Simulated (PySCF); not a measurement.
EPR parameters of C5H10ClOSi

C5H10ClOSi (doublet state).
Geometry (GFN2-xTB, Å), atoms numbered from 1 in this order:
```xyz
18
C5H10ClOSi angstrom
C     -2.6827    0.8836    0.8807
C     -1.4967    0.3857    0.8627
C     -0.4948   -0.5698    0.8069
Cl    -1.3000   -2.3670    0.7996
C      0.3999   -0.5374   -0.4406
C     -0.4094   -0.4199   -1.7256
O      1.2553    0.5635   -0.3423
Si     2.6807    0.7272    0.4095
H     -3.5791    0.2683    0.8685
H     -2.8640    1.9484    0.9196
H      0.1046   -0.6291    1.7154
H      0.9868   -1.4652   -0.4577
H     -1.1084   -1.2474   -1.8005
H      0.2634   -0.4370   -2.5786
H     -0.9564    0.5192   -1.7285
H      3.6235   -0.3064   -0.0278
H      3.0188    2.0656   -0.0403
H      2.5499    0.6238    1.8676
```

The hyperfine couplings belong to this conformer and change with its torsions.

As a line formula: `C=[C][C@@H](Cl)[C@@H](C)O[SiH3]` [radical].

Method used: UKS B3LYP, pcH-1 on C Cl H O Si, non-relativistic, mean-field spin-orbit, GIAO (PySCF 2.14.0). Isolated species at its GFN2-xTB geometry (one conformer only). Couplings are sensitive to structure, and on GFN2-xTB geometries they can be far from those on DFT ones. The SCF solution wasn't tested for stability.

* g1, g2, g3: 2.00197, 2.00730, 2.00831
* g_iso: 2.00586
* Form of g: rhombic: the two nearest values differ by 16 % of g3 − g1
* ⟨S²⟩: 0.7603 (exact 0.7500)
* HOMO–LUMO gap, α and β orbitals: 5.78, 4.54 eV
* Total energy: -1021.42884 Eh
* Basis functions: 320

Hyperfine couplings atom by atom, in MHz; T1 to T3 are the principal values of the dipolar part; ρ(0) is the spin density at the nucleus:

```json
{"atom": "C1", "isotope": "13C", "a_iso": "-36.3", "of which spin–orbit": "0.0", "T1": "-14.1", "T2": "3.1", "T3": "11.0", "Mulliken spin population": "-0.14", "ρ(0) (bohr⁻³)": "-0.0323"}
{"atom": "C2", "isotope": "13C", "a_iso": "119.8", "of which spin–orbit": "-0.1", "T1": "-73.6", "T2": "-56.8", "T3": "130.4", "Mulliken spin population": "0.83", "ρ(0) (bohr⁻³)": "0.1066"}
{"atom": "C3", "isotope": "13C", "a_iso": "55.3", "of which spin–orbit": "-0.1", "T1": "-7.5", "T2": "-0.4", "T3": "7.8", "Mulliken spin population": "-0.06", "ρ(0) (bohr⁻³)": "0.0493"}
{"atom": "Cl4", "isotope": "35Cl", "a_iso": "46.5", "of which spin–orbit": "2.0", "T1": "-44.6", "T2": "-43.3", "T3": "87.8", "Mulliken spin population": "0.23", "ρ(0) (bohr⁻³)": "0.1014"}
{"atom": "C5", "isotope": "13C", "a_iso": "6.0", "of which spin–orbit": "0.0", "T1": "-1.5", "T2": "-0.8", "T3": "2.3", "Mulliken spin population": "0.00", "ρ(0) (bohr⁻³)": "0.0054"}
{"atom": "C6", "isotope": "13C", "a_iso": "-0.2", "of which spin–orbit": "0.0", "T1": "-0.7", "T2": "-0.3", "T3": "1.0", "Mulliken spin population": "0.00", "ρ(0) (bohr⁻³)": "-0.0002"}
{"atom": "O7", "isotope": "17O", "a_iso": "-3.6", "of which spin–orbit": "0.0", "T1": "-2.3", "T2": "0.8", "T3": "1.6", "Mulliken spin population": "0.00", "ρ(0) (bohr⁻³)": "0.0059"}
{"atom": "Si8", "isotope": "29Si", "a_iso": "-0.1", "of which spin–orbit": "0.0", "T1": "-0.4", "T2": "0.2", "T3": "0.2", "Mulliken spin population": "0.00", "ρ(0) (bohr⁻³)": "0.0001"}
{"atom": "H9", "isotope": "1H", "a_iso": "163.2", "of which spin–orbit": "0.0", "T1": "-4.3", "T2": "-1.9", "T3": "6.3", "Mulliken spin population": "0.08", "ρ(0) (bohr⁻³)": "0.0365"}
{"atom": "H10", "isotope": "1H", "a_iso": "128.8", "of which spin–orbit": "0.0", "T1": "-5.1", "T2": "-3.8", "T3": "9.0", "Mulliken spin population": "0.05", "ρ(0) (bohr⁻³)": "0.0288"}
{"atom": "H11", "isotope": "1H", "a_iso": "20.8", "of which spin–orbit": "0.0", "T1": "-7.6", "T2": "-2.0", "T3": "9.6", "Mulliken spin population": "0.01", "ρ(0) (bohr⁻³)": "0.0047"}
{"atom": "H12", "isotope": "1H", "a_iso": "-1.3", "of which spin–orbit": "0.0", "T1": "-2.2", "T2": "-0.8", "T3": "3.1", "Mulliken spin population": "0.00", "ρ(0) (bohr⁻³)": "-0.0003"}
{"atom": "H13", "isotope": "1H", "a_iso": "0.6", "of which spin–orbit": "0.0", "T1": "-2.3", "T2": "-1.2", "T3": "3.5", "Mulliken spin population": "0.00", "ρ(0) (bohr⁻³)": "0.0001"}
{"atom": "H14", "isotope": "1H", "a_iso": "0.3", "of which spin–orbit": "0.0", "T1": "-1.1", "T2": "-0.9", "T3": "2.0", "Mulliken spin population": "0.00", "ρ(0) (bohr⁻³)": "0.0001"}
{"atom": "H15", "isotope": "1H", "a_iso": "0.1", "of which spin–orbit": "0.0", "T1": "-3.4", "T2": "-2.6", "T3": "6.0", "Mulliken spin population": "0.00", "ρ(0) (bohr⁻³)": "0.0000"}
{"atom": "H16", "isotope": "1H", "a_iso": "0.3", "of which spin–orbit": "0.0", "T1": "-0.5", "T2": "-0.5", "T3": "1.0", "Mulliken spin population": "0.00", "ρ(0) (bohr⁻³)": "0.0001"}
{"atom": "H17", "isotope": "1H", "a_iso": "0.0", "of which spin–orbit": "0.0", "T1": "-0.7", "T2": "-0.6", "T3": "1.3", "Mulliken spin population": "0.00", "ρ(0) (bohr⁻³)": "0.0000"}
{"atom": "H18", "isotope": "1H", "a_iso": "0.1", "of which spin–orbit": "0.0", "T1": "-1.0", "T2": "-0.9", "T3": "1.9", "Mulliken spin population": "0.00", "ρ(0) (bohr⁻³)": "0.0000"}
```

Largest spin populations (Mulliken): C2 (+0.83), Cl4 (+0.23), C1 (-0.14) and H9 (+0.08). The positive populations add up to 1.20 and the negative ones to -0.20, together 2S = 1.

Under fast tumbling the dipolar parts average out, and these isotropic splittings remain: 1 × 1H (H9, I = 1/2, 2 lines) with 5.81 mT, 1 × 1H (H10, I = 1/2, 2 lines) with 4.59 mT, 1 × 35Cl (Cl4, I = 3/2, 4 lines) with 1.66 mT, 1 × 1H (H11, I = 1/2, 2 lines) with 0.74 mT and 1 × 1H (H12, I = 1/2, 2 lines) with 0.05 mT.

Main isotope only: 35Cl (natural samples also hold 24 % 37Cl, magnetic too, which adds its own pattern).

The 13C coupling of C2 (119.8 MHz) shows only in satellite lines or after enrichment, since that isotope makes up about 1.07 % of natural carbon.

β density exceeds α density at some nuclei, such as C1 (-0.0323), spin density in bohr⁻³. In a single determinant that takes different orbitals for the two spins, that is spin polarisation.
